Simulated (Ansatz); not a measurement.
Born–Oppenheimer molecular dynamics of CH7ClSn (10 atoms, charge 0, multiplicity 1). It starts at the highest image of a converged band. Of that band: A vibrational analysis at the climbing image gives one clearly imaginary mode, 1033i cm⁻¹, and a faint second one (37i cm⁻¹) that may be numerical noise or a soft torsion: probably a first-order saddle point.

Theory: RHF/def2-SVP in Ansatz.

| Quantity | Value |
| --- | --- |
| ensemble | NVE (velocity Verlet) |
| time step | 0.5 fs |
| steps asked | 200 |
| starting velocities drawn for | 100 K |
| seed | 7779 |

First frame:

```xyz
10
Properties=species:S:1:pos:R:3
Sn -0.308 -0.075 -0.200
Cl -0.428 0.950 2.588
H 1.276 -0.464 0.228
C -0.938 1.880 -0.787
H -1.934 1.829 -1.225
H -0.941 2.519 0.091
H -0.241 2.271 -1.530
H -0.901 -1.266 -1.295
H -1.597 -0.850 1.086
H -1.300 -0.288 1.707
```

Question: How far do the bonds stretch over the last three quarters of this one trajectory? (Pairs bonded in most of those frames.)

Answer: 
```
   bond  mean (Å)  spread (Å)  shortest  longest
Sn1–Cl2     2.427       0.238      2.10     2.85
 Sn1–H3     1.709       0.013      1.69     1.74
 Sn1–C4     2.151       0.018      2.12     2.18
 Sn1–H8     1.712       0.012      1.69     1.74
  C4–H5     1.091       0.009      1.08     1.11
  C4–H6     1.090       0.008      1.08     1.10
  C4–H7     1.091       0.012      1.07     1.11
 H9–H10     0.747       0.002      0.74     0.75
```

Mean temperature of the second half: 1927 K. The conserved energy stayed within 0.049 meV per atom of its start (net change 0.0072 meV per atom), so the integration is sound. The kinetic energy rose, since the run started high on the potential surface and went downhill. It ends in pieces (CH5ClSn + H2), so much of that is their flight and rotation, not heat. A run of 0.1 ps of so small a system gives no equilibrium averages. The orbitals stay closed-shell, which can raise the energy where a bond breaks towards radicals; this wasn't checked here.

Time of the run: 6.6 min on 1 thread of Intel(R) Xeon(R) Platinum 8488C (Sapphire Rapids), with other jobs on the host, peak memory 0.2 GiB.
